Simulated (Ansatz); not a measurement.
Consider the redistribution: `FB(F)S` + `FB(F)C[SiH3]` → `FB(F)B(F)F` + `[SiH3]CS`.

Calculated with Ansatz (gas phase, PBE0-D4/def2-TZVP geometries, no zero-point term in ΔE). CCSD(T)/CBS adds triple-zeta CCSD(T) − MP2 to the extrapolated MP2 energy (def2 sets, frozen cores). This one scheme is used for every species. DFT in def2-TZVPP. Each species was taken in one conformer, which may not be the lowest.

`FB(F)S`:

Z-matrix (Å, degrees):
```
B
F 1 1.318
S 1 1.800 2 119.2
F 1 1.319 2 118.3 3 -180.0
H 3 1.342 1 94.6 2 -180.0
```

`FB(F)C[SiH3]`:

Cartesian coordinates in Å:
```
F 0.502 0.946 2.215
B -0.444 0.497 1.405
F -1.621 1.096 1.499
C -0.179 -0.634 0.384
Si 0.438 0.023 -1.274
H -1.095 -1.195 0.178
H 0.587 -1.320 0.754
H -0.569 0.938 -1.869
H 0.668 -1.114 -2.202
H 1.712 0.763 -1.089
```

`FB(F)B(F)F`:

```xyz
6

F    -1.877    0.012   -0.371
B    -0.766    0.291    0.276
F    -0.867    1.031    1.359
B     0.766   -0.291   -0.276
F     1.877   -0.014    0.372
F     0.867   -1.029   -1.360
```

`[SiH3]CS`:

```xyz
9

Si   -0.400    0.110    0.997
C     0.663    0.326   -0.536
S    -0.169   -0.313   -2.014
H    -1.659    0.883    0.849
H     0.327    0.574    2.211
H    -0.725   -1.333    1.156
H     0.811    1.393   -0.726
H     1.651   -0.123   -0.422
H    -0.499   -1.516   -1.517
```

```
       species  PBE-D4 energy (Eh)
      `FB(F)S`          -623.19553
`FB(F)C[SiH3]`          -554.96237
  `FB(F)B(F)F`          -449.04814
    `[SiH3]CS`          -729.04635
```

Task: Work out ΔE.

Result: ΔE = (-449.04814) + (-729.04635) − (-623.19553) − (-554.96237) = 0.06341 Eh = +1.73 eV. CCSD(T)/CBS gives +1.74 eV.

Largest T1 diagnostic among the species: 0.014.

From PBE to PBE0 (25 % exact exchange), in def2-TZVPP and without D4, ΔE moves by +0.06 eV.
